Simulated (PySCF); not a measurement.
**PtOCl2: from structure and modes to constants**

All numbers come from UPBE0/[Pt def2-SVP with ECP60, O def2-SVP, Cl def2-SVP], scalar-relativistic core potentials, density fitting, no spin–orbit coupling, PySCF.

The triplet minimum has Cs symmetry. Masses (u): Pt 194.96477, O 15.99492, Cl 34.96885.

```xyz
4
charge 0 multiplicity 3, angstrom
Pt   -0.1508    0.0000   -0.1902
O    -1.8602    0.0000   -0.6099
Cl   -0.3498    0.0000    2.0353
Cl    2.0384    0.0000   -0.6898
```

Harmonic wavenumbers (cm⁻¹): 69.0 (a', ×1), 168.6 (a'', ×1), 181.6 (a', ×1), 384.3 (a', ×1), 389.5 (a', ×1), 827.2 (a', ×1).

Question: What is the harmonic zero-point energy?

Answer: Half the sum of all 6 wavenumbers, 2020/2 = 1010 cm⁻¹, which is 12.1 kJ/mol (1 cm⁻¹ = 0.0119627 kJ/mol).

Question: Give the standard entropy (298.15 K, 1 bar) by its translational, rotational, vibrational and spin parts, and Cp.

Answer: Sackur–Tetrode with M = 280.90 u gives 179.2; rotation with symmetry number 1 gives 116.6; vibration 46.7; spin R ln 3 = 9.1. The total is 351.6 J/(mol K), and Cp = 4 R + 39.0 = 72.2 J/(mol K).

Other isomers or separated fragments may lie lower. With open d or f shells other occupations or spin states may lie lower. Spin–orbit coupling, left out here, can matter for elements this heavy.
